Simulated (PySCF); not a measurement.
**Ge (germanium, neutral) across methods**

[Ar] 3d10 4s2 4p1 5s1, high-spin 3P determinant (an excited configuration). Calculation: PySCF 2.14, in aug-cc-pVTZ-DK; the spin-free X2C one-electron Hamiltonian (Gaussian nucleus).

| method | E (hartree) | mean ε 4s β (eV) | mean ε 4p α (eV) | mean ε 5s α (eV) | Σ⟨r²⟩ (bohr²) | ⟨S²⟩ |
| --- | --- | --- | --- | --- | --- | --- |
| PBE | -2098.268 | -14.546 | -7.106 | -1.904 | 69.67 | 2.002 |
| M06-2X | -2098.629 | -15.856 | -9.076 | -2.607 | 70.23 | 2.005 |
| r2SCAN0 | -2098.490 | -15.808 | -8.490 | -2.199 | 69.83 | 2.005 |
| UHF | -2096.88651 | -17.543 | -10.924 | -2.927 | 71.51 | 2.010 |
| r2SCAN | -2098.523 | -14.861 | -7.518 | -1.879 | 69.84 | 2.005 |
| PBE0 | -2098.291 | -15.559 | -8.209 | -2.243 | 70.01 | 2.003 |
| wB97X-V | -2098.367 | -18.043 | -10.312 | -3.094 | 70.10 | 2.003 |
| MN15 | -2099.929 | -16.286 | -8.765 | -2.226 | 68.85 | 2.003 |
| LDA | -2095.258 | -14.886 | -7.110 | -1.916 | 68.73 | 2.001 |

The outer electron is Rydberg-like, and this basis confines it to a smaller radius and binds it less than a complete one would.
